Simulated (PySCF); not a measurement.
A calculated (UHF, PySCF 2.14, aug-cc-pVQZ-DK, scalar relativity by spin-free X2C-1e) atom or ion has these occupied shells.

```csv
shell,electrons,orbital energy (eV),"rms radius, mean of both spins (bohr)"
1s α,1,-2206.9,0.120
1s β,1,-2206.7,0.120
2s α,1,-229.54,0.559
2s β,1,-229.25,0.559
2p α,3,-171.08,0.539
2p β,3,-170.57,0.539
3s α,1,-40.158,1.89
3s β,1,-37.177,1.89
3p α,1,-29.970,2.13
```

(1) Name the element and its charge.

Results:

(1) P²⁺ (phosphorus, charge +2), in [Ne] 3s2 3p1, 2P determinant.
